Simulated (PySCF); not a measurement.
# Electron correlation in Bi⁺ (bismuth, charge +1)

[Xe] 4f14 5d10 6s2 6p1 6d1, one real determinant (an excited configuration). Computed with PySCF 2.14 in aug-cc-pVTZ-DK3 (9s8p6d3f, 84 functions), with scalar relativity by spin-free X2C-1e. Frozen: [Xe] 4f14 5d10; 4 electrons correlated.

```
  level  correlation energy (mhartree)
   CCSD                         -63.33
    (T)                          -6.30
CCSD(T)                         -69.63
```

Diagnostics: T1 = 0.040, D1 = 0.1111, largest double amplitude 0.367.

Question: Is a single reference adequate?

Answer: Not fully. The real determinant used has ⟨L²⟩ near 8 against 12 for a pure F term, so it mixes terms. Spin-orbit coupling, absent here, splits the open shell strongly. The outer electron is Rydberg-like, and this basis confines it to a smaller radius and binds it less than a complete one would. T1 exceeds 0.03, a sign that the reference determinant is poor. A double-excitation amplitude exceeds 0.15, a sign of near-degeneracy.

The reference is one real determinant that mixes LS terms of this configuration.
